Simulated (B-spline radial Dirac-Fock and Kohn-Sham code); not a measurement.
Cross section and asymmetry of the 4f5/2 subshell of W

System: the free tungsten atom, configuration 1s2 2s2 2p6 3s2 3p6 3d10 4s2 4p6 4d10 4f14 5s2 5p6 5d4 6s2. The computed 4f5/2 threshold is 40.91 eV; without correlation, outer thresholds are uncertain by 1 to 2 eV. With an open shell the threshold is an average over the terms of the final ion.

Input file task.json (cfg lists n, l and occupation; rrms is the nuclear radius in fm):

```json
{"items": [{
  "Z": 74,
  "q": 0,
  "cfg": [[1, 0, 2], [2, 0, 2], [2, 1, 6], [3, 0, 2], [3, 1, 6], [3, 2, 10], [4, 0, 2], [4, 1, 6], [4, 2, 10], [4, 3, 14], [5, 0, 2], [5, 1, 6], [5, 2, 4], [6, 0, 2]],
  "A": 184,
  "rrms": 5.3658,
  "do": ["binding", "quiet", "photo", "scan"],
  "hv": [21.22, 40.81, 60, 80, 100, 150, 200, 300, 400, 600, 800, 1000, 1253.6, 1486.9, 2000, 2984.4, 4000, 5414.7, 6000, 8047.8, 9251.7, 12000, 15000, 17479.3, 22162.9, 30000, 40000, 59318.2, 80000, 100000, 150000, 200000]
}]}
```

Launch: `python xray_run.py task.json out`

These are calculated numbers from a radial B-spline solver; the model is a relativistic central-field model (Hartree-Slater potential of the initial state, Latter tail, multipole expansion of the photon field, Dirac-Fock thresholds). Interchannel coupling and autoionising resonances are not included, so magnitudes near threshold are approximate.

```
kinetic energy (eV)  σ (Mb)     β
                1.5   0.260  0.33
                1.9   0.268  0.35
                2.3   0.277  0.37
                2.9   0.286  0.40
                3.7   0.296  0.44
                4.6   0.305  0.49
                5.7   0.315  0.56
                7.2   0.323  0.65
                9.0   0.329  0.77
               11.2   0.333  0.93
               14.0   0.337  1.14
               17.5   0.345  1.38
               21.9   0.368  1.58
               27.4   0.427  1.63
               34.2   0.546  1.44
               42.8   0.742  1.11
               53.5    1.03  0.79
               66.9    1.41  0.55
               83.7    1.88  0.39
              104.7    2.29  0.31
              130.9    2.58  0.29
              163.6    2.68  0.31
              204.6    2.54  0.37
              255.8    2.21  0.45
              319.9    1.77  0.55
              400.0    1.30  0.65
```

The cross section shows no minimum in this range. Its largest value, 2.68 Mb, lies 164 eV above threshold, delayed by the centrifugal barrier of the l+1 channel. β ranges from 0.29 (at 130.9 eV) to 1.63.
